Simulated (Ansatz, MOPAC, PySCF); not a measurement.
Pair of molecules: NH3 (SMILES N) (first 4 atoms) with N2 (SMILES N#N); geometry from B3LYP-D3(BJ)/def2-TZVP, rigid monomers moved along the line of their centres of mass till H4···N6 is 2.38 Å.
(charge 0, multiplicity 1):
```xyz
6

N     -0.07682    -0.11839    -0.35457
H      0.88080     0.15030    -0.54934
H     -0.65972     0.69039    -0.53695
H     -0.13923    -0.31915     0.63667
N     -0.01154    -0.04259     4.08760
N     -0.06996    -0.18092     3.00731
```

Monomers are frozen at their geometry in the pair; levels with a basis set take the counterpoise correction. Rows marked so take none.

Frozen-core correlation. Rows in 6-31G* carry no dispersion term and start afresh at each structure (6-31G* with six Cartesian d functions). The state that PM6 reach isn't checked.

Codes used: Ansatz (an electronic-structure program); MOPAC for PM6 (differences of heats of formation); PySCF for 6-31G* rows, the dispersion terms. 

```
level                            interaction energy (meV)
-------------------------------  ------------------------
PM6                                                 -18.7
PBE/def2-TZVPPD                                      -3.7
B3LYP/6-31G* (no counterpoise)                      -23.0
B3LYP-D4/def2-TZVPPD                                 -6.6
M06-2X/6-31G* (no counterpoise)                     -27.4
wB97X-V/def2-TZVPPD                                  -7.6
MP2/aug-cc-pVTZ                                     -10.3
CCSD/aug-cc-pVDZ                                        ?
CCSD(T)/aug-cc-pVDZ                                     ?
```

Q: Complete the blanks.

A: 
- CCSD/aug-cc-pVDZ, interaction energy (meV): 5.8
- CCSD(T)/aug-cc-pVDZ, interaction energy (meV): -0.3
